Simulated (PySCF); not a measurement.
Bond length, frequency and bond energy of SiSb⁻ by level of theory

State: ¹Σ⁺ (singlet), closed shell. Set-up: basis Si def2-TZVPPD, Sb def2-TZVPPD with ECP28; scalar-relativistic core potentials; PySCF 2.14. De refers to Si⁻ + Sb in their high-spin ground configurations, without counterpoise correction. A positive dipole points towards Sb; it is taken about the centre of mass and depends on that origin.

```csv
Level,Re (Å),ωe (cm⁻¹),De (eV),μ (D)
RHF,2.277,510,n/a,2.46
RHF-MP2,2.320,444,n/a,n/a
RHF-SCS-MP2,2.320,446,n/a,n/a
RHF-CCSD,2.302,473,n/a,n/a
RHF-CCSD(T),2.325,446,n/a,n/a
PBE,2.329,441,4.55,3.08
PBEsol,2.315,450,4.82,3.03
BP86,2.330,438,4.64,3.01
TPSS,2.319,449,4.40,3.05
r²SCAN,2.308,461,4.20,3.04
PBE0,2.299,472,4.19,2.94
r²SCAN0,2.288,482,3.96,2.89
HSE06,2.304,467,4.31,2.92
BHandHLYP,2.285,487,n/a,2.70
```

Task: What does a quarter of exact exchange do here, going from PBE to PBE0?

Result: PBE0 less PBE: -3.0 pm in Re, +7.0 % in ωe, -0.36 eV in De. Exact exchange removes part of the self-interaction that spreads semilocal densities, and in most molecules shortens and stiffens the bond and lowers De; so it does here.

Task: What does the step from GGA to meta-GGA do here, going from PBE to r²SCAN?

Result: r²SCAN less PBE: -2.1 pm in Re, +4.5 % in ωe, -0.35 eV in De. 

Task: What does second-order correlation do here, going from RHF to RHF-MP2?

Result: RHF-MP2 less RHF: +4.3 pm in Re, -12.9 % in ωe. Correlation nearly always deepens the well. The bond lengthens, as in strong covalent bonds, where excitations into antibonding orbitals dominate.

Correlated steps freeze 9 core orbitals. These are scalar-relativistic numbers at best; spin–orbit coupling would shift them, the dissociation energy most. For an ion De counts to the pair picked by the measured ionisation energies or electron affinities, which need not be the lowest pair at this level.

The whole job (state search and all levels along the bond) took about 7.9 min on 2 threads of Arm Neoverse V2 (shared host), peak memory 3 GiB.
